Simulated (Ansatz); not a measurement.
Relaxation of BCl$_{2}$H$_{4}$N (8 atoms, charge 0, multiplicity 1), to a largest force component of 0.03 eV/Å in at most 50 steps.

Theory: RHF/6-31G* (Ansatz 0.2.0).

```xyz
8
Properties=species:S:1:pos:R:3
B 0.087 -0.640 -0.331
H -0.158 0.353 1.847
Cl 1.595 0.233 -0.610
Cl -1.445 0.027 -0.895
N 0.111 -1.935 0.333
H -0.710 -2.487 0.440
H 0.963 -2.374 0.602
H -0.128 -0.340 1.941
```

Task: Where does it end, and by what steps?

Result: The run converged. The force dipped under the threshold on the way, but the program's further checks kept it going. After 10 steps the energy has fallen by 0.486 eV; H2 moved furthest, 1.23 Å.

```json
{"step": "0", "energy less start (eV)": "0.0000", "largest force component (eV/Å)": "2.706", "accepted": "yes"}
{"step": "1", "energy less start (eV)": "-0.2927", "largest force component (eV/Å)": "0.961", "accepted": "yes"}
{"step": "2", "energy less start (eV)": "-0.4068", "largest force component (eV/Å)": "0.258", "accepted": "yes"}
{"step": "3", "energy less start (eV)": "-0.4529", "largest force component (eV/Å)": "0.308", "accepted": "yes"}
{"step": "4", "energy less start (eV)": "-0.4749", "largest force component (eV/Å)": "0.052", "accepted": "yes"}
{"step": "5", "energy less start (eV)": "-0.4818", "largest force component (eV/Å)": "0.064", "accepted": "yes"}
{"step": "6", "energy less start (eV)": "-0.4840", "largest force component (eV/Å)": "0.026", "accepted": "yes"}
{"step": "7", "energy less start (eV)": "-0.4853", "largest force component (eV/Å)": "0.035", "accepted": "yes"}
{"step": "8", "energy less start (eV)": "-0.4859", "largest force component (eV/Å)": "0.022", "accepted": "yes"}
{"step": "9", "energy less start (eV)": "-0.4862", "largest force component (eV/Å)": "0.009", "accepted": "yes"}
{"step": "10", "energy less start (eV)": "-0.4862", "largest force component (eV/Å)": "0.006", "accepted": "yes"}
```

```xyz
8
Properties=species:S:1:pos:R:3
B 0.137 -0.883 -0.700
H -0.292 0.926 2.922
Cl 1.646 -0.003 -1.001
Cl -1.396 -0.199 -1.272
N 0.154 -2.088 -0.027
H -0.673 -2.611 0.157
H 0.996 -2.503 0.307
H -0.256 0.197 2.942
```

Whether the end is a true minimum wasn't checked by a vibrational analysis.

Time of the run: 11 s on 1 thread of Intel(R) Xeon(R) 6975P-C (Granite Rapids), on a shared host, peak memory 0.16 GiB.
